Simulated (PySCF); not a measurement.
**Worked example: chemical shift, span and skew from a shielding tensor**

Si(H)3(SMe) (CH6SSi), SMILES CS[SiH3]. Atoms are numbered in the order given.

```xyz
9

Si    -0.2262     1.3601     0.0000
S      0.7458    -0.5572     0.0000
C     -0.7334    -1.6500     0.0000
H      0.8629     2.3740     0.0000
H     -1.0878     1.5350     1.2072
H     -1.0878     1.5350    -1.2072
H     -1.3459    -1.4932    -0.8998
H     -0.3610    -2.6833     0.0000
H     -1.3459    -1.4932     0.8998
```

The structure is a stationary point at B3LYP-D3(BJ)/def2-SVP.

GIAO shieldings from HF/pcSseg-1 (PySCF), non-relativistic, no solvent. The symmetric part of the tensor of Si1 has the principal values 394.1, 426.8, 492.3 ppm. The same nucleus in TMS has σ = 393.8 ppm at this level (PySCF, at its B3LYP-D3(BJ)/def2-TZVP geometry).

Problem. Work out the isotropic shielding, the ²⁹Si shift against TMS, the span and the skew.

Solution. 
σ(iso) = (σ11 + σ22 + σ33)/3 = 437.7 ppm. δ = σ(ref) − σ(iso) = 393.8 − (437.7) = -43.9 ppm.
Span Ω = σ33 − σ11 = 98.2 ppm. Skew κ = 3(σ(iso) − σ22)/Ω = 0.33. Tumbling in solution averages the tensor to δ; in a static solid the shielding alone would spread this spin-1/2 line over Ω.
